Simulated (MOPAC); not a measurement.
MOPAC input (PM6):

```
PM6 PRECISE GNORM=0.05 LET XYZ UHF MS=0.5 GEO-OK AUX(PRECISION=9) THREADS=1
C2H2Cl

C     1.70161440 1   -0.25838259 1    0.02280429 1
C     0.66537847 1    0.51635584 1    0.01308827 1
Cl   -0.99344440 1   -0.10901309 1   -0.01506937 1
H     1.99597846 1   -1.29178882 1    0.02006940 1
H     0.69061921 1    1.59717185 1    0.02075454 1
```

From the last part of the output:

```
                                                       MOPAC v23.2.5 Linux

          FINAL HEAT OF FORMATION =         48.78970 KCAL/MOL =     204.13611 KJ/MOL

          COSMO AREA              =         90.89 SQUARE ANGSTROMS
          COSMO VOLUME            =         73.95 CUBIC ANGSTROMS

          GRADIENT NORM           =          0.01678          =       0.00751 PER ATOM
          IONIZATION POTENTIAL    =         10.051459 EV
          ALPHA SOMO LUMO (EV)    =        -10.051  0.384
          BETA  SOMO LUMO (EV)    =        -10.113 -0.590
          NO. OF ALPHA ELECTRONS  =          9
          NO. OF BETA  ELECTRONS  =          8
          MOLECULAR WEIGHT        =         61.4908         POINT GROUP:  Cs

          MOLECULAR DIMENSIONS (Angstroms)

            Atom       Atom       Distance
            H     4   Cl     3     3.48760
            H     5   Cl     3     2.09929
            C     2    C     1     0.00000

          SCF CALCULATIONS        =         21

   ATOM   CHEMICAL          X               Y               Z
  NUMBER   SYMBOL      (ANGSTROMS)     (ANGSTROMS)     (ANGSTROMS)

     1       C          1.63410612  *  -0.35714015  *   0.02116310  *
     2       C          0.63634660  *   0.50578939  *   0.01259803  *
     3      Cl         -0.99892068  *  -0.07435038  *  -0.01491420  *
     4       H          2.33072007  *  -1.11125101  *   0.02611859  *
     5       H          0.72162099  *   1.58844951  *   0.02114291  *

                             CARTESIAN COORDINATES

   1    C        1.634106124    -0.357140149     0.021163097
   2    C        0.636346605     0.505789395     0.012598033
   3   Cl       -0.998920685    -0.074350377    -0.014914198
   4    H        2.330720066    -1.111251008     0.026118592
   5    H        0.721620987     1.588449511     0.021142911

           Empirical Formula: C2 H2 Cl  =     5 atoms

      MOLECULAR POINT GROUP   :   Cs

          ALPHA EIGENVALUES
 -27.80366 -25.36721 -20.68081 -16.27897 -15.78821 -12.83328 -11.09026 -10.45048
 -10.05146   0.38363   1.06508   4.50635   5.06777   5.93952  88.02125  88.04774
  88.05514  88.53725  88.53904

           BETA EIGENVALUES
 -27.55061 -24.88976 -20.34257 -16.04869 -15.37848 -12.88787 -10.98981 -10.11277
  -0.59006   0.77870   1.68283   4.74390   5.15632   6.23055  88.17222  88.17434
  88.23215  88.53950  88.54210

              NET ATOMIC CHARGES AND DIPOLE CONTRIBUTIONS

  ATOM NO.   TYPE          CHARGE      No. of ELECS.   s-Pop       p-Pop       d-Pop
    1          C          -0.183228        4.1832     1.19303     2.99020
    2          C          -0.113275        4.1133     1.12312     2.99015
    3         Cl          -0.086613        7.0866     1.98945     5.09094     0.00623
    4          H           0.193655        0.8063     0.80635
    5          H           0.189460        0.8105     0.81054
 DIPOLE           X         Y         Z       TOTAL
 POINT-CHG.     1.456     0.482     0.024     1.534
 HYBRID        -0.159    -0.159    -0.003     0.225
 SUM            1.296     0.323     0.021     1.336

          ATOMIC ORBITAL ELECTRON POPULATIONS

     Atom    s        px        py        pz      x^2-y^2     xz        z^2       yz        xy
    1  C   1.19303   1.00218   1.01192   0.97610
    2  C   1.12312   0.87621   1.05128   1.06266
    3 Cl   1.98945   1.22476   1.90605   1.96013   0.00229   0.00081   0.00110   0.00006   0.00196
    4  H   0.80635
    5  H   0.81054

                    (SZ)    =    0.500000
                    (S**2)  =    0.842668

          ATOMIC ORBITAL SPIN POPULATIONS

    Atom   Total    s     px     py     pz   x^2-y^2  xz     z^2    yz     xy
         Atomic
    1  C  1.2681  0.035  0.446  0.496  0.291
    2  C -0.3789 -0.013 -0.056 -0.037 -0.272
    3 Cl  0.1072 -0.001  0.124  0.003 -0.019 -0.000 -0.000 -0.000 -0.000 -0.000
    4  H -0.0321 -0.032
    5  H  0.0356  0.036

 **********************
 *                    *
 * JOB ENDED NORMALLY *
 *                    *
 **********************

 == MOPAC DONE ==
```
